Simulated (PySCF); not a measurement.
**Dipole response of Mg⁺ (magnesium, charge +1)**

[Ne] 3s1, 2S determinant. Computed with PySCF 2.14 in aug-cc-pCVDZ (6s5p3d, 36 functions), with the non-relativistic Hamiltonian (point nucleus). Coupled (time-dependent) response in atomic units; α is the mean over directions. A double-zeta set is small for polarisabilities.

```csv
method,mean α (bohr³),C₆ (like pair),S(−4)
UHF,38.97,180.3,1584
PBE,34.26,148.5,1235
PBE0,35.68,157.7,1338
LC-wPBE,38.86,178.8,1595
BP86,33.10,140.9,1155
```

S(−4) is the Cauchy moment in α(ω) = α(0) + S(−4) ω² + …

α(iu) at UHF:

```
u (hartree)  α(iu) (bohr³)
          0          38.97
     0.0500          35.38
      0.100          27.73
      0.200          14.94
      0.300          8.519
      0.500          3.690
      0.750          1.844
       1.00          1.145
       1.50         0.6168
       2.00         0.4169
       3.00         0.2553
       5.00         0.1476
```

A single London oscillator, α(iu) = α/(1 + u²/ω²), gives C₆ = (3/4) ω α². Matching the computed C₆ needs ω = 4 × 180.3 / (3 × 38.97²) = 0.158 hartree.

For an ion, C₆ is the dispersion term alone; charge-induced terms of lower order in 1/R come first.
